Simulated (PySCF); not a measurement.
# Dipole response of Xe (xenon, neutral)

[Xe], closed-shell 1S. Computed with PySCF 2.14 in aug-cc-pwCVTZ-DK3 (10s9p7d4f1g, 109 functions), with scalar relativity by spin-free X2C-1e. Coupled (time-dependent) response in atomic units; α is the mean over directions.

| method | mean α (bohr³) | C₆ (like pair) | S(−4) |
| --- | --- | --- | --- |
| UHF | 26.61 | 283.6 | 115.0 |
| PBE | 28.53 | 307.5 | 142.9 |
| PBE0 | 27.57 | 295.2 | 128.9 |

S(−4) is the Cauchy moment in α(ω) = α(0) + S(−4) ω² + …

Reference α: 27.32 ± 0.2 bohr³ (recommended; Schwerdtfeger and Nagle, table of static dipole polarizabilities (2023 update)). Published C₆: 302.0 (Gould and Bucko (2016)).

α(iu) at PBE0:

```csv
u (hartree),α(iu) (bohr³)
0,27.57
0.0500,27.26
0.100,26.36
0.200,23.40
0.300,19.90
0.500,13.88
0.750,9.108
1.00,6.371
1.50,3.667
2.00,2.444
3.00,1.373
5.00,0.6442
```

A single London oscillator, α(iu) = α/(1 + u²/ω²), gives C₆ = (3/4) ω α². Matching the computed C₆ needs ω = 4 × 295.2 / (3 × 27.57²) = 0.518 hartree.
